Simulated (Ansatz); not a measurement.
**Energy profile**

The step: SiHCl₂F ([F][SiH]([Cl])[Cl]) + NH₃ → SiNH₃Cl₂ ([NH2][SiH]([Cl])[Cl]) + HF; bonds formed: F2–H6; dative contacts that become bonds: Si1–N7; bonds broken: Si1–F2, H6–N7 (atoms numbered as in the saddle structure below).

Si1  (-0.442, 0.217, -0.609)
F2  (1.608, 0.773, -0.515)
Cl3  (0.055, -1.074, -2.099)
Cl4  (-2.444, -0.279, -0.237)
H5  (-0.573, 1.650, -0.867)
H6  (1.306, 0.214, 0.476)
N7  (0.298, -0.309, 0.968)
H8  (0.305, -1.315, 1.094)
H9  (-0.112, 0.123, 1.788)
(Å)

Electronic energies by CCSD(T) at an estimated basis limit (MP2 extrapolated from triple and quadruple zeta, plus CCSD(T) − MP2 in triple zeta), on PBE0-D4/def2-TZVP structures; SiNH4Cl2F, closed shell; no counterpoise correction. Ansatz 0.2.0; basis: def2-TZVPP and def2-QZVPP; cores frozen in the correlated methods. Extrapolation: Hartree–Fock as exp(−7.88 √X), correlation as X^−2.97.

**Question.** Give the profile in kJ/mol, counted from the separated reactants. (To be estimated.)

**Answer.** By the calculation:
```tsv
point	kJ/mol
separated: SiHCl2F (linked as [F][SiH]([Cl])[Cl]; Si1, F2, Cl3, Cl4, H5; singlet) + NH3 (H6, N7, H8, H9; singlet)	0.0
start structure	-19.2
saddle	117.1
end structure	43.8
separated: SiNH3Cl2 (linked as [NH2][SiH]([Cl])[Cl]; Si1, Cl3, Cl4, H5, N7, H8, H9; singlet) + HF (F2, H6; singlet)	75.2
```

The T1 diagnostic stays at or below 0.011.

The step is the kind of exchange with an N–H group that builds nitride films in atomic layer and chemical vapour deposition.

For scale, one of the runs: CCSD(T)/def2-TZVPP, 244 basis functions, launched by `ansatz run in.yaml --threads 8 --pin off --events-out ev --progress --plain --max-ram 19148MiB`. Time: 52 s of wall clock on 8 CPU threads of an Intel Xeon Platinum 8375C; the host was shared. Peak host memory: 4.7 GiB.
